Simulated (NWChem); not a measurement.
Species: CH₂Cl, doublet; SMILES [CH2]Cl

All runs: NWChem. Pople sets run with spherical d functions. Spin-unrestricted. In the optimisation the excess spin sits in b1 (C2v, its own frame). All runs use the structure optimised with PBE0-D3(BJ)/def2-TZVP, spin-unrestricted. No stability test was run on the SCF state. COSMO at M06-2X/6-31G*, default radii, gas-phase geometry; f = (ε − 1)/ε scales the surface charges.

| row | f | electrostatic solvation energy (kcal/mol) |
|---|---|---|
| ε = 2.4 | 0.5833 | -1.01 |
| ε = 4.8 | 0.7917 | withheld |
| ε = 7.6 | 0.8684 | -1.57 |
| ε = 25.0 | 0.9600 | -1.76 |
| ε = 78.4 | 0.9872 | -1.82 |

Question: Fit a straight line of the last column on the one before it, predict the withheld value, and compare with the run.

Answer: 
1. Means of the 4 shown rows: x = 0.84972, y = -1.540. Slope Σ(x − x̄)(y − ȳ)/Σ(x − x̄)² = -0.2045/0.1024 = -1.997; intercept 0.157.
2. The shown rows scatter about the line by 0.005 (root mean square); the largest residual is +0.01, at ε = 7.6.
3. At x = 0.7917 (ε = 4.8; inside the shown range) the line gives -1.42.
4. The run gives -1.42, 0.00 from the line.
